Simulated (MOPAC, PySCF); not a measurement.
C₂H₆OSi, SMILES `C1[SiH](O)C1` (H–O–Si–C torsion 31°), neutral singlet in the gas phase. 

Cartesian coordinates (Å):
```xyz
10

O      2.1765     0.0592    -0.2370
Si     0.7408    -0.0860     0.5544
C     -0.7877     0.7893     0.0518
C     -0.7735    -0.7767    -0.2105
H      2.1683     0.2171    -1.1842
H      1.0511    -0.3199     1.9695
H     -0.8081     1.3992    -0.8459
H     -1.5022     1.1384     0.7896
H     -0.7850    -1.0609    -1.2580
H     -1.4801    -1.3597     0.3705
```
Charge 0, spin multiplicity 1.

All levels are single points at this geometry (B3LYP-D3(BJ)/def2-TZVP); Pople sets use spherical d functions. Orbital energies aren't observables, and empty levels follow the basis.

HF/6-31G* in PySCF gives dipole (D) = 1.32.

**Question.** Estimate the dipole (D) from each of these levels: B3LYP-D3(BJ)/def2-TZVP in PySCF; B3LYP/3-21G in PySCF; SVWN5/6-31G* in PySCF; HF/STO-3G in PySCF; AM1 in MOPAC; PM3 in MOPAC; PM6 in MOPAC; PM7 in MOPAC.

**Answer.** 
```csv
level,dipole (D)
B3LYP-D3(BJ)/def2-TZVP in PySCF,1.24
B3LYP/3-21G in PySCF,1.54
SVWN5/6-31G* in PySCF,1.59
HF/STO-3G in PySCF,0.42
AM1 in MOPAC,0.64
PM3 in MOPAC,0.92
PM6 in MOPAC,1.17
PM7 in MOPAC,2.42
```
